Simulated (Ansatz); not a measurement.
Basis sets compared for MoO₃. Charge 0, multiplicity 1. Geometry r2SCAN-D4/def2-TZVP. Ansatz on 4 threads of AMD EPYC 9B45 on a shared host; times are rough, and most runs start from earlier orbitals.

```xyz
4

Mo   -0.120   -0.213    0.347
O    -1.399    0.788   -0.171
O     0.276   -1.319   -0.889
O     1.242    0.745    0.713
```

In the def2 sets Mo takes a core potential; there is no spin–orbit coupling. The restricted singlet is unstable towards broken spin symmetry in Hartree–Fock (as tested in another run); at PBE-D4/def2-SVP, PBE-D4/def2-TZVPD, r2SCAN-D4/def2-TZVP, r2SCAN-D4/def2-TZVPD and others this wasn't settled.

Binding counts from free atoms (Mo septet, O triplet) in the same basis, without a counterpoise term.

```json
{"level": "PBE-D4/def2-SVP", "functions": "73", "energy (Eh)": "-293.5969", "HOMO (eV)": "-7.28", "LUMO (eV)": "-5.36", "binding per atom (eV)": "5.11", "wall time": "0.25 s"}
{"level": "PBE-D4/def2-TZVP (with forces)", "functions": "133", "energy (Eh)": "-293.8915", "HOMO (eV)": "-7.39", "LUMO (eV)": "-5.43", "binding per atom (eV)": "5.02", "wall time": "0.4 s"}
{"level": "r2SCAN-D4/def2-TZVP", "functions": "133", "energy (Eh)": "-293.9982", "HOMO (eV)": "-7.76", "LUMO (eV)": "-5.26", "binding per atom (eV)": "4.55", "wall time": "0.6 s"}
{"level": "PBE0-D4/def2-SVP", "functions": "73", "energy (Eh)": "-293.4926", "HOMO (eV)": "-8.99", "LUMO (eV)": "-4.74", "binding per atom (eV)": "4.32", "wall time": "0.25 s"}
{"level": "PBE0-D4/def2-TZVP", "functions": "133", "energy (Eh)": "-293.7897", "HOMO (eV)": "-9.03", "LUMO (eV)": "-4.75", "binding per atom (eV)": "4.28", "wall time": "0.4 s"}
```

Q: Estimate the rows for PBE-D4/def2-TZVPD, r2SCAN-D4/def2-TZVPD, PBE0-D4/def2-TZVPD.

A: 
```csv
level,functions,energy (Eh),HOMO (eV),LUMO (eV),binding per atom (eV),wall time
PBE-D4/def2-TZVPD,160,-293.8950,-7.45,-5.45,5.03,0.45 s
r2SCAN-D4/def2-TZVPD,160,-294.0018,-7.78,-5.25,4.56,0.75 s
PBE0-D4/def2-TZVPD,160,-293.7934,-9.06,-4.75,4.29,0.55 s
```
